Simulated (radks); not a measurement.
All-electron atom: In13+ in [Ar] 3d9 4s2 4p6 5p1 (not the ground configuration). Method: Dirac Kohn-Sham, PBE, spin-unpolarised, spherical densities, finite nucleus; open shells fill j = l - 1/2 first; Fermi nuclear charge, rms radius 4.6156 fm; computed with a radial shooting solver on a logarithmic mesh with Libxc functionals.

Radial electron density D(r) = 4 pi r^2 rho(r):

```
   r/bohr * D(r) (the largest magnitude, 79.5, reaches the edge; | marks zero)
 0.003883 |         *
 0.005097 |             *
 0.006637 |                   *
 0.008711 |                          *
  0.01134 |                                 *
  0.01489 |                                        *
  0.01939 |                                           *
  0.02545 |                                          *
  0.03314 |                                       *
  0.04315 |                                     *
  0.05664 |                                          *
  0.07375 |                                                   *
   0.0968 |                                                      *
    0.126 |                                             *
   0.1654 |                                   *
   0.2154 |                                      *
   0.2828 |                                          *
   0.3682 |                               *
   0.4833 |               *
   0.6293 |          *
    0.826 |         *
    1.076 |   *
    1.401 |*
    1.838 |*
    2.394 *
    3.142 *
```

D(r) has 3 maxima, at r = 0.0210, 0.0908, 0.272 bohr, and minima at 0.0411, 0.178 bohr, inside which lie 2.04, 11.05 electrons.
